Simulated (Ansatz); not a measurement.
Start from `[SiH3]OC[TeH]` and change one atom or group to get `[SiH3]O[CH2][ZnH]`.

Ansatz, PBE0-D4/def2-TZVP geometries, multiplicity 1. Each molecule was computed in one conformer, which needn't be the lowest.

Elements past krypton have def2 core potentials. Scalar relativity is left out up to krypton.

```
                                          property  `[SiH3]OC[TeH]`
size of the dipole moment (ωB97M-V/def2-TZVPP) / D             0.84
               HOMO energy (B3LYP/def2-TZVPP) / eV            -6.16
             HOMO energy (ωB97M-V/def2-TZVPP) / eV            -8.51
               HOMO–LUMO gap (PBE/def2-TZVPP) / eV             3.72
               LUMO energy (B3LYP/def2-TZVPP) / eV            -1.05
             HOMO–LUMO gap (B3LYP/def2-TZVPP) / eV             5.11
```

Q: What does the change do to each property? (Estimate.)

A: The calculation gave: 
```
                                          property  `[SiH3]O[CH2][ZnH]`  shift
size of the dipole moment (ωB97M-V/def2-TZVPP) / D                 1.18   0.34
               HOMO energy (B3LYP/def2-TZVPP) / eV                -6.99  -0.83
             HOMO energy (ωB97M-V/def2-TZVPP) / eV                -9.42  -0.91
               HOMO–LUMO gap (PBE/def2-TZVPP) / eV                 4.57   0.85
               LUMO energy (B3LYP/def2-TZVPP) / eV                -0.91   0.14
             HOMO–LUMO gap (B3LYP/def2-TZVPP) / eV                 6.09   0.98
```

With PBE0 the HOMO falls by 0.81 eV and the LUMO rises by 0.16 eV, so the gap widens by about 0.97 eV. PBE moves the HOMO by -0.65 eV and ωB97M-V by -0.91 eV. Dipoles are sizes alone; their direction can turn.

B3LYP here is the variant with VWN-RPA as its local correlation; programs differ in this.

Spin–orbit coupling is left out; it splits and shifts lone-pair levels of the heavy atoms by tenths of an eV.
